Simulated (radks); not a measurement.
Coulomb parameter of the 4f shell of the gadolinium ion Gd+ in the model configuration [Xe] 4f7 5d1 6s1, as a second difference U = [E(n + 0.25) + E(n - 0.25) - 2 E(n)] / (0.25)^2 with all orbitals relaxed. "Bare": the charge of the atom changes with n. "Screened": the 6s shell takes up the change at fixed total charge, which measures U(4f,4f) + U(6s,6s) - 2 U(4f,6s). All-electron calculation, Dirac Kohn-Sham, LDA (Slater exchange, Perdew-Wang correlation), spin-unpolarised, spherical densities, finite nucleus; open shells are shared between the two j in proportion to 2j + 1; Fermi nuclear charge, rms radius 5.1569 fm. Program: a radial shooting solver on a logarithmic mesh with Libxc functionals.

case                     configuration  E - E(n) (eV)
start                 [Xe] 4f7 5d1 6s1          0.000
bare +0.25         [Xe] 4f7.25 5d1 6s1         -3.351
bare -0.25         [Xe] 4f6.75 5d1 6s1          4.318
screened +0.25  [Xe] 4f7.25 5d1 6s0.75         -1.223
screened -0.25  [Xe] 4f6.75 5d1 6s1.25          1.665

U(bare) = 15.474 eV, U(screened by 6s) = 7.060 eV, against the Slater integral F0(4f,4f) = 29.306 eV with frozen orbitals.
